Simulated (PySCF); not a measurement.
C6H7O2S (charge -1).
SMILES with atom numbers: `[O:1]=[C:2]1[CH:3]=[C:4]([O-:5])[CH2:6][C@H:7]([SH:8])[CH2:9]1` (hydrogens: H10 on C3; H11, H12 on C6; H13 on C7; H14 on S8; H15, H16 on C9)

Structure optimised with GFN2-xTB, isolated species.

List the bond lengths, angles and torsions at this level.

```csv
bond,length (Å),order
"O1=C2, C4–O5",1.242,double/single
"C2–C3, C3=C4",1.401,single/double
"C6–C7, C7–C9",1.516,single
C7–S8,1.838,single
"C2–C9, C4–C6",1.540,single
C3–H10,1.083,single
"C6–H11, C9–H16",1.097,single
"C6–H12, C9–H15",1.094,single
C7–H13,1.098,single
S8–H14,1.332,single
```

Bonds in one row agree within 0.01 Å and their mean is given. Orders are formal, as drawn. A selection of angles:
```csv
angle,degrees
O1–C2–C3,125.2
O1–C2–C9,118.2
C3–C2–C9,116.6
C2–C3–C4,126.1
C2–C3–H10,116.9
C4–C6–C7,112.3
C4–C6–H11,108.1
C4–C6–H12,108.4
C7–C6–H11,108.8
C7–C6–H12,111.3
H11–C6–H12,107.8
C6–C7–S8,110.3
C6–C7–C9,110.1
C6–C7–H13,111.2
S8–C7–H13,103.5
C7–S8–H14,93.3
```

Dihedral angles: O1–C2–C3–C4 176° (antiperiplanar); C2–C3–C4–O5 -176° (antiperiplanar); C3–C4–C6–C7 26° (synperiplanar); C4–C6–C7–S8 67° (synclinal); C6–C7–C9–C2 55° (synclinal); O1–C2–C9–C7 154° (antiperiplanar); H14–S8–C7–C6 -61° (synclinal).

The 6-membered ring C2–C3–C4–C6–C7–C9 has internal angles of 110.1° to 126.1° (sum 694°, against 720° for a flat polygon); it is puckered, 0.20 Å rms from its mean plane, widest ring torsion 55°. Of the pairs four or more bonds apart, C3···H14 is among the closest relative to their van der Waals radii: 2.46 Å, 85 % of the sum of Bondi's values. S8 (thiol sulfur) is bent (angle 93.3°). The 6 C–C bonds span 1.401 Å (C3=C4, drawn double in one of several resonance forms) to 1.540 Å (C2–C9, drawn single), a spread of 0.139 Å. C2 (carbon bonded to 2 C and O) is planar (angles 125.2°, 118.2° and 116.6°, sum 360.0°, 0.00 Å off the plane of its three neighbours). C3 (carbon bonded to 2 C and H) is planar (angles 126.1°, 116.9° and 116.9°, sum 359.9°, 0.02 Å off the plane of its three neighbours).

Point group: Cs (every atom within 0.08 Å of its image). Not checked by GFN2-xTB frequencies. Torsions: C6–C7–S8–H -61°, O1–C2–C3–C4 176°, C3–C4–C6–C7 26°, C4–C6–C7–S8 67°, C6–C7–C9–C2 55°.

One conformer stands for the species.

All values are computed, not measured.
